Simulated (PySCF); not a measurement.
Sb(OMe)(SiH3)2 (CH9OSbSi2), SMILES [SiH3][Sb]([SiH3])[O]C. The structure is a stationary point at r2SCAN-D4/def2-SVP. The def2 effective core potentials stand for the cores of Sb; spin–orbit coupling is left out. Other conformers were not sampled.

Question: Give the equilibrium geometry at r2SCAN-D4/def2-SVP (PySCF confirms it by a frequency run) as a Z-matrix. (The exact figures need the calculation; the answer reports its results.)

Answer: One answer among several that fit: 
```
Sb
O 1 2.0357
C 2 1.4032 1 117.36
H 3 1.1038 2 107.83 1 -176.03
H 3 1.1104 4 107.45 2 -122.74
H 3 1.1118 4 107.34 5 -115.20
Si 1 2.5877 2 87.32 3 -152.13
H 7 1.4928 1 108.33 2 -64.82
H 7 1.4929 8 109.57 1 -120.95
H 7 1.4962 8 108.99 9 -119.71
Si 1 2.6095 2 95.23 3 -63.56
H 11 1.4945 1 110.59 2 -33.62
H 11 1.4955 12 109.04 6 -66.59
H 11 1.4970 12 109.33 13 -118.05
```
Charge 0, spin multiplicity 1.
